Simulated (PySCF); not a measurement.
A ladder for the ionisation energy of Cd

Cd [Kr] 4d10 5s2 (1S) → Cd⁺ [Kr] 4d10 5s1 (2S). Scalar values calculated with PySCF 2.14 in x2c-TZVPPall with one added diffuse shell each of s, p, d, f type (spin-free X2C; valence: [Kr] frozen; valence and next inner shell: [Ar] 3d10 frozen). The spin-orbit shift comes from two-component X2C-1e calculations (generalised Hartree-Fock, GHF, and MP2 on its spinors, GMP2) in x2c-QZVPPall-2c: GMP2 gives 8.991 eV without and 8.994 eV with screened spin-orbit coupling, a shift of 0.003 eV (GHF: 0.002 eV). Sums use unrounded values; where a UHF row is shifted, it takes the GHF shift.

```csv
method,scalar (eV),plus spin-orbit shift (eV),error (eV)
UHF,7.332,7.333,-1.661
LDA,9.409,9.412,0.418
PBE,9.044,9.047,0.053
PBE0,8.766,8.769,-0.225
r2SCAN,8.851,8.854,-0.140
TPSSh,8.734,8.737,-0.257
BP86,9.216,9.219,0.225
wB97M-V,8.795,8.798,-0.196
BHandHLYP,8.654,8.656,-0.337
MP2 (valence),8.839,8.842,-0.152
SCS-MP2 (valence),8.813,8.816,-0.178
MP2 (valence and next inner shell),8.931,8.934,-0.060
SCS-MP2 (valence and next inner shell),8.874,8.877,-0.117
CCSD (valence),8.703,8.706,-0.288
CCSD(T) (valence),8.824,8.826,-0.168
CCSD (valence and next inner shell),8.739,8.742,-0.252
CCSD(T) (valence and next inner shell),8.882,8.885,-0.109
```

Reference: 8.994 eV (measured; NIST Atomic Spectra Database, ionization energies).

The errors of the correlated levels include the incompleteness of the basis and the frozen core, so a lower level can come closer by cancellation.
